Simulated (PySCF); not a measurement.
PySCF job for C₂H₆BFO₂, SMILES COB(O)CF, TDA-PBE/def2-SVPD. The structure is a stationary point at r2SCAN-D4/def2-SVP. The structure was generated by enumeration, and PubChem lists no compound with its InChIKey, so it may never have been made. The values are those of a single conformer.

```python
import numpy as np
from pyscf import gto, scf, dft, tdscf

mol = gto.M(
    atom='''
    C    -0.03777102   -2.44712265   -0.00000000
    O    -0.72096370   -1.20426810    0.00000000
    B    -0.02017318   -0.04481487    0.00000000
    O     1.33934119   -0.03729675    0.00000000
    C    -0.80960814    1.33096267   -0.00000000
    F     0.12138570    2.38307649   -0.00000000
    H    -0.79028657   -3.24818622    0.00000000
    H     0.60095244   -2.55212179    0.89247774
    H     0.60095244   -2.55212179   -0.89247774
    H     1.65155223    0.88075429   -0.00000001
    H    -1.45876042    1.43877008    0.88781089
    H    -1.45876043    1.43877008   -0.88781089
    ''',
    basis='def2-SVPD',
    charge=0,
    spin=0,
    symmetry=True,
    max_memory=1600,
    verbose=4,
)
mf = dft.RKS(mol, xc='pbe').density_fit(auxbasis='def2-universal-jkfit')
mf.grids.level = 3
mf.conv_tol = 1e-9
mf.max_cycle = 100
mf.kernel()
mf.grids = dft.Grids(mol).set(level=1).build(with_non0tab=True)  # coarser grid for the response kernel
td = tdscf.TDA(mf)
td.singlet = True
td.nstates = 10
td.conv_tol = 1e-4
td.positive_eig_threshold = 1e-6
td.kernel(x0=td.get_init_guess(mf, 15))
td.analyze()
tt = tdscf.TDA(mf)
tt.singlet = False
tt.nstates = 4
tt.conv_tol = 1e-4
tt.positive_eig_threshold = 1e-6
tt.kernel(x0=tt.get_init_guess(mf, 9))
tt.analyze(verbose=3)
```

Output:

```
PySCF version 2.14.0

[INPUT] verbose = 4
[INPUT] num. atoms = 12
[INPUT] num. electrons = 48
[INPUT] charge = 0
[INPUT] spin (= nelec alpha-beta = 2S) = 0
[INPUT] symmetry True subgroup None
[INPUT] Mole.unit = angstrom
[INPUT] Symbol           X                Y                Z      unit          X                Y                Z       unit  Magmom
[INPUT]  1 C     -0.037771020000  -2.447122650000   0.000000000000 AA   -0.071376883245  -4.624391601720   0.000000000000 Bohr   0.0
[INPUT]  2 O     -0.720963700000  -1.204268100000   0.000000000000 AA   -1.362423938753  -2.275736889550   0.000000000000 Bohr   0.0
[INPUT]  3 B     -0.020173180000  -0.044814870000   0.000000000000 AA   -0.038121785262  -0.084687830608   0.000000000000 Bohr   0.0
[INPUT]  4 O      1.339341190000  -0.037296750000   0.000000000000 AA    2.530988036449  -0.070480642836   0.000000000000 Bohr   0.0
[INPUT]  5 C     -0.809608140000   1.330962670000   0.000000000000 AA   -1.529937652819   2.515154928320   0.000000000000 Bohr   0.0
[INPUT]  6 F      0.121385700000   2.383076490000   0.000000000000 AA    0.229385728439   4.503361899990   0.000000000000 Bohr   0.0
[INPUT]  7 H     -0.790286570000  -3.248186220000   0.000000000000 AA   -1.493425177222  -6.138182357386   0.000000000000 Bohr   0.0
[INPUT]  8 H      0.600952440000  -2.552121790000   0.892477740000 AA    1.135635525489  -4.822811219635   1.686538500871 Bohr   0.0
[INPUT]  9 H      0.600952440000  -2.552121790000  -0.892477740000 AA    1.135635525489  -4.822811219635  -1.686538500871 Bohr   0.0
[INPUT] 10 H      1.651552230000   0.880754290000  -0.000000010000 AA    3.120981395115   1.664384391136  -0.000000018897 Bohr   0.0
[INPUT] 11 H     -1.458760420000   1.438770080000   0.887810890000 AA   -2.756657675156   2.718881407419   1.677719432506 Bohr   0.0
[INPUT] 12 H     -1.458760430000   1.438770080000  -0.887810890000 AA   -2.756657694053   2.718881407419  -1.677719432506 Bohr   0.0

nuclear repulsion = 234.916483589447
point group symmetry = Cs
symmetry origin: [ 1.96846478e-09  1.18107898e-09 -3.93692944e-10]
symmetry axis x: [ 1.00000000e+00 -1.44231844e-10 -2.75262118e-10]
symmetry axis y: [-1.44231844e-10 -1.00000000e+00  6.54264267e-11]
symmetry axis z: [2.75262118e-10 6.54264069e-11 1.00000000e+00]
num. orbitals of irrep A' = 118
num. orbitals of irrep A" = 59
number of shells = 75
number of NR pGTOs = 249
number of NR cGTOs = 177
basis = def2-SVPD
ecp = {}


[settings echo left out]
init E= -354.810764498302
HOMO (A') = -0.359991593798978  LUMO (A") = -0.0676956088043322  gap/eV = 7.95378
cycle= 1 E= -354.257927533966  delta_E= 0.553  |g|= 0.924  |ddm|= 4.89
HOMO (A") = -0.110419751596281  LUMO (A') = 0.00092903049007198  gap/eV = 3.02995
cycle= 2 E= -353.720605879521  delta_E= 0.537  |g|= 1.89  |ddm|= 2.56
HOMO (A') = -0.259494084245462  LUMO (A') = -0.0165787527710326  gap/eV = 6.61006
cycle= 3 E= -354.41575895794  delta_E= -0.695  |g|= 0.146  |ddm|= 1.76
HOMO (A") = -0.268335590957252  LUMO (A') = -0.0196640092707541  gap/eV = 6.76670
cycle= 4 E= -354.419933542914  delta_E= -0.00417  |g|= 0.0647  |ddm|= 0.248
HOMO (A") = -0.265664044483329  LUMO (A') = -0.0177900642757605  gap/eV = 6.74499
cycle= 5 E= -354.42082211129  delta_E= -0.000889  |g|= 0.0172  |ddm|= 0.0884
HOMO (A") = -0.265032614561965  LUMO (A') = -0.0178982277204698  gap/eV = 6.72487
cycle= 6 E= -354.420865465525  delta_E= -4.34e-05  |g|= 0.00825  |ddm|= 0.0217
HOMO (A") = -0.26543475333596  LUMO (A') = -0.0180267066931559  gap/eV = 6.73232
cycle= 7 E= -354.420877997433  delta_E= -1.25e-05  |g|= 0.00109  |ddm|= 0.00711
HOMO (A") = -0.265532885473405  LUMO (A') = -0.0180371603256262  gap/eV = 6.73470
cycle= 8 E= -354.420878248255  delta_E= -2.51e-07  |g|= 0.000346  |ddm|= 0.00188
HOMO (A") = -0.265529788725865  LUMO (A') = -0.0180363499481886  gap/eV = 6.73464
cycle= 9 E= -354.420878275436  delta_E= -2.72e-08  |g|= 6.86e-05  |ddm|= 0.000543
HOMO (A") = -0.265532478810589  LUMO (A') = -0.0180395678389318  gap/eV = 6.73463
cycle= 10 E= -354.420878276159  delta_E= -7.22e-10  |g|= 4.59e-05  |ddm|= 0.000126
HOMO (A") = -0.265536936832019  LUMO (A') = -0.0180397269335542  gap/eV = 6.73474
cycle= 11 E= -354.420878276418  delta_E= -2.59e-10  |g|= 2.86e-05  |ddm|= 5.51e-05
HOMO (A") = -0.26552983320412  LUMO (A') = -0.0180392245585788  gap/eV = 6.73456
Extra cycle  E= -354.420878275845  delta_E= 5.73e-10  |g|= 6.21e-05  |ddm|= 7.07e-05
converged SCF energy = -354.420878275845
tot grids = 46032
Overwritten attributes  positive_eig_threshold  of <class 'pyscf.tdscf.rks.TDA'>


******** <class 'pyscf.tdscf.rks.TDA'> for <class 'pyscf.df.df_jk.DFSymAdaptedRKS'> ********
nstates = 10 singlet
deg_eia_thresh = 1.000e-03
wfnsym = None
conv_tol = 0.0001
eigh lindep = 1e-12
eigh level_shift = 0
eigh max_cycle = 100


Excitation energies (eV)
[6.7455342  6.97025174 7.51089652 7.58204756 7.69485345 7.74341934
 7.79491537 7.88923883 7.98695342 8.079122  ]

** Singlet excitation energies and oscillator strengths **
Excited State   1:   A"      6.74553 eV    183.80 nm  f=0.0065
      24 -> 25       -0.70684
Excited State   2:   A'      6.97025 eV    177.88 nm  f=0.0070
      23 -> 25       -0.70575
Excited State   3:   A'      7.51090 eV    165.07 nm  f=0.0005
      22 -> 25        0.70147
Excited State   4:   A"      7.58205 eV    163.52 nm  f=0.0006
      24 -> 27        0.70217
Excited State   5:   A"      7.69485 eV    161.13 nm  f=0.0057
      21 -> 25        0.11049
      23 -> 26       -0.68691
Excited State   6:   A"      7.74342 eV    160.12 nm  f=0.0002
      21 -> 25       -0.69631
      23 -> 26       -0.10804
Excited State   7:   A'      7.79492 eV    159.06 nm  f=0.0259
      23 -> 27        0.58377
      24 -> 26       -0.36626
Excited State   8:   A"      7.88924 eV    157.16 nm  f=0.0115
      24 -> 28       -0.69657
Excited State   9:   A'      7.98695 eV    155.23 nm  f=0.0974
      21 -> 26       -0.17386
      22 -> 27        0.12100
      23 -> 27        0.33524
      23 -> 28       -0.22901
      24 -> 26        0.50899
Excited State  10:   A"      8.07912 eV    153.46 nm  f=0.0046
      22 -> 26       -0.69017

** Transition electric dipole moments (AU) **
state          X           Y           Z        Dip. S.      Osc.
  1        -0.0000     -0.0000      0.1976      0.0390      0.0065
  2         0.1943     -0.0584     -0.0000      0.0412      0.0070
  3        -0.0399      0.0355     -0.0000      0.0029      0.0005
  4        -0.0000     -0.0000      0.0550      0.0030      0.0006
  5         0.0000      0.0000     -0.1734      0.0301      0.0057
  6        -0.0000     -0.0000     -0.0345      0.0012      0.0002
  7         0.0756      0.3601     -0.0000      0.1354      0.0259
  8         0.0000      0.0000      0.2438      0.0594      0.0115
  9         0.0348     -0.7046      0.0000      0.4977      0.0974
 10         0.0000      0.0000     -0.1533      0.0235      0.0046

** Transition velocity dipole moments (imaginary part, AU) **
state          X           Y           Z        Dip. S.      Osc.
  1         0.0000     -0.0000      0.0515      0.0026      0.0071
  2         0.0336     -0.0168     -0.0000      0.0014      0.0037
  3        -0.0087      0.0112      0.0000      0.0002      0.0005
  4         0.0000     -0.0000      0.0051      0.0000      0.0001
  5         0.0000      0.0000      0.0331      0.0011      0.0026
  6         0.0000     -0.0000      0.0157      0.0002      0.0006
  7         0.0242      0.0622     -0.0000      0.0045      0.0104
  8        -0.0000      0.0000      0.0745      0.0056      0.0128
  9         0.0471     -0.1576      0.0000      0.0271      0.0615
 10         0.0000     -0.0000     -0.0270      0.0007      0.0016

** Transition magnetic dipole moments (imaginary part, AU) **
state          X           Y           Z
  1         0.2834      0.2589      0.0000
  2         0.0000      0.0000     -0.1184
  3         0.0000     -0.0000      0.3912
  4         0.1075      0.2728      0.0000
  5         0.4326      0.5474      0.0000
  6        -0.1414      0.7605      0.0000
  7        -0.0000     -0.0000      0.7382
  8         0.5234     -0.0173     -0.0000
  9        -0.0000      0.0000     -0.1452
 10         0.1468     -0.1609      0.0000


******** <class 'pyscf.tdscf.rks.TDA'> for <class 'pyscf.df.df_jk.DFSymAdaptedRKS'> ********
nstates = 4 triplet
deg_eia_thresh = 1.000e-03
wfnsym = None
conv_tol = 0.0001
eigh lindep = 1e-12
eigh level_shift = 0
eigh max_cycle = 100


Excitation energies (eV)
[6.67313478 6.83338592 6.86316693 7.08334248]

** Triplet excitation energies and oscillator strengths **
Excited State   1:   A"      6.67313 eV    185.80 nm  f=0.0000
Excited State   2:   A'      6.83339 eV    181.44 nm  f=0.0000
Excited State   3:   A'      6.86317 eV    180.65 nm  f=0.0000
Excited State   4:   A"      7.08334 eV    175.04 nm  f=0.0000
```

The run converged.

Cost: very roughly 120 core-seconds.
